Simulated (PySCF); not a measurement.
Zn(Cl)(SH) (ClHSZn), SMILES [SH][Zn][Cl].

Geometry optimised at B3LYP-D3(BJ)/def2-TZVP. Other conformers were not sampled.

Calculation: PySCF with B3LYP-D3(BJ)/def2-TZVP.

Frequencies are harmonic and unscaled.

```tsv
mode	ν (cm⁻¹)	IR (km/mol)	moving atoms (share of kinetic energy)
1	97	9.6	Zn 50 %, Cl 24 %, S 23 %
2	103	8.1	Zn 51 %, Cl 24 %, S 24 %
3	332	1.2	S 53 %, Cl 46 %
4	475	66.6	Zn 51 %, Cl 28 %, S 20 %
5	669	2.5	H 93 %
6	2660	1.4	H 97 %
```
